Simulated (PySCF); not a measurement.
C3H7BrGeS.
Z-matrix (Å and degrees, PBE0-D3(BJ)/def2-SVP geometry), rows numbered from 1:
```
C 
C   1  1.3354
Ge  2  1.9253  1  121.78
Br  3  2.3274  2  109.84  1   118.57
S   3  2.2084  2  108.32  1  -123.65
C   5  1.8192  3  101.20  2  -166.14
H   1  1.0957  2  121.72  3   179.60
H   1  1.0959  2  122.12  3    -0.56
H   2  1.0958  1  120.44  3  -179.88
H   3  1.5389  2  112.11  1     2.20
H   6  1.0988  5  110.65  3    59.98
H   6  1.0988  5  111.87  3   -62.92
H   6  1.0983  5  106.19  3   178.42
```

All values: PBE0/def2-SVPD (PySCF, non-relativistic), on one gas-phase PBE0-D3(BJ)/def2-SVP geometry that isn't relaxed in the solvent. The solvent is an IEF-PCM continuum (van der Waals radii × 1.2), and excitations are vertical TDDFT with non-equilibrium linear response and a frozen core. Specific hydrogen bonds and non-electrostatic terms are outside this model. Spin–orbit coupling is left out although an atom past zinc is present.

```csv
run,E − E(gas) (kcal/mol),HOMO (eV),HOMO–LUMO gap (eV),dipole (D),lowest singlet (eV),static polarisability (au)
gas,0.00,-7.07,5.86,1.47,4.75,112.8
P,-3.08,-7.11,5.99,1.89,4.84,144.1
Q,-3.54,-7.12,6.00,1.96,4.85,149.9
```

Question: The runs were made in chloroform and tetrahydrofuran. Which run belongs to which solvent?

Answer: P = chloroform, Q = tetrahydrofuran. The dielectric constants are 4.711 (chloroform), 7.426 (tetrahydrofuran), and the energy falls further as ε rises. The optical constants n² used for the excitations are 2.09, 1.97 in the same order. In this model the ground state sees the solvent through ε alone.

Question: How constant is the ratio of the lowering to (ε − 1)/(2ε + 1)?

Answer: 
```
        solvent  (ε − 1)/(2ε + 1)  E − E(gas) (kcal/mol)  ratio (kcal/mol)  polarisation term (kcal/mol)
     chloroform             0.356                  -3.08              -8.7                         -3.43
tetrahydrofuran             0.405                  -3.54              -8.7                         -4.01
```

The ratio changes by +1.1 % in size from chloroform to tetrahydrofuran. The polarisation term is half the interaction of the solute with the induced surface charges.
